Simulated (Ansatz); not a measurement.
Cost and result for the atomization energy of C2H9BOSi (`CB[SiH2]OC`) (14 atoms, 13 bonds).

```xyz
14

C    -1.034   -0.465    1.706
B    -1.466    0.402    0.493
Si   -0.229    1.105   -0.933
O     1.371    0.738   -0.723
C     1.850   -0.575   -0.873
H    -1.236   -1.500    1.373
H    -1.648   -0.328    2.599
H     0.025   -0.425    1.967
H    -2.636    0.651    0.356
H    -0.294    2.593   -0.957
H    -0.680    0.599   -2.270
H     1.701   -0.942   -1.896
H     2.920   -0.579   -0.658
H     1.359   -1.272   -0.183
```

Total charge 0; spin multiplicity 1. All single points use the PBE0-D4/def2-TZVP geometry. It is one conformer, not always the lowest. Program: Ansatz. All runs use 4 threads of an Arm Neoverse V1 on a shared host. Times are those of one run each, without the atoms' runs, and a repeat can differ threefold. Electronic energies, without spin–orbit coupling; frozen cores. CCSD(T)/CBS adds CCSD(T) − MP2 in def2-TZVPP to the MP2 limit, and its time is that of the two runs behind it. T1 = 0.011. B3LYP takes the VWN-RPA correlation (the form of Gaussian; ORCA's B3LYP/G). HSE06 is the plane-wave form, built on full-range PBE exchange.

CCSD(T)/CBS is a level of theory with its own doubt, some kJ/mol a heavy atom from the limit and from the frozen cores, so smaller differences don't rank the functionals.

| level | functions | atomization (kJ/mol) | difference from CCSD(T)/CBS | per bond |
| --- | --- | --- | --- | --- |
| r2SCAN-D4/def2-TZVPP (with forces) | 292 | 5097.3 | 22.0 | 1.7 |
| CCSD(T)/CBS(def2) | – | 5075.3 | 0.0 | 0.0 |
| B3LYP-D4/def2-TZVPP (with forces) | 292 | 5091.6 | 16.3 | 1.3 |
| B2PLYP/def2-TZVPP | 292 | 5032.7 | -42.6 | -3.3 |
| revPBE-D4/def2-TZVPP | 292 | 5027.8 | -47.5 | -3.6 |
| HSE06-D4/def2-TZVPP | 292 | 5081.6 | 6.3 | 0.5 |
| r2SCANh-D4/def2-TZVPP | 292 | 5075.2 | -0.1 | 0.0 |
| PBE-D4/def2-TZVPP (with forces) | 292 | 5133.3 | 58.0 | 4.5 |
| PBE-QIDH/def2-TZVPP | 292 | 5049.0 | -26.3 | -2.0 |
| CCSD(T)/def2-SVP | 119 | 4819.5 | -255.8 | -19.7 |
| MP2/def2-QZVPP | 568 | 5070.2 | -5.1 | -0.4 |
| BLYP-D4/def2-TZVPP | 292 | 5059.9 | -15.4 | -1.2 |
| CCSD(T)/def2-TZVPP | 292 | 4959.8 | -115.5 | -8.9 |

Question: Order the runs by time, with rough figures. (An estimate is asked.)

Answer: Ansatz gave: revPBE-D4/def2-TZVPP 2.7 s; BLYP-D4/def2-TZVPP 3 s; PBE-D4/def2-TZVPP (with forces) 3.4 s; HSE06-D4/def2-TZVPP 4.4 s; r2SCAN-D4/def2-TZVPP (with forces) 6.5 s; r2SCANh-D4/def2-TZVPP 6.5 s; B3LYP-D4/def2-TZVPP (with forces) 7 s; B2PLYP/def2-TZVPP 8 s; PBE-QIDH/def2-TZVPP 8.5 s; CCSD(T)/def2-SVP 9 s; MP2/def2-QZVPP 37 s; CCSD(T)/def2-TZVPP 5.4 min; CCSD(T)/CBS(def2) 6.1 min.

At CCSD(T), def2-SVP lies −255.7 kJ/mol from the extrapolated value and def2-TZVPP −115.5 kJ/mol: correlation converges slowly with the basis, and small sets miss more of it in the bonded molecule than in its fragments. In def2-TZVPP, CCSD(T) changes the Hartree–Fock value by +1108.4 kJ/mol (the triples alone add +54.4 kJ/mol) and MP2 by +1150.3 kJ/mol; breaking electron pairs costs correlation energy, which Hartree–Fock lacks. From r2SCAN to r2SCAN0 (25 % exact exchange), in def2-TZVPP and without D4, the atomization energy moves by −54.3 kJ/mol: exact exchange takes away binding that semilocal exchange gives to molecules.
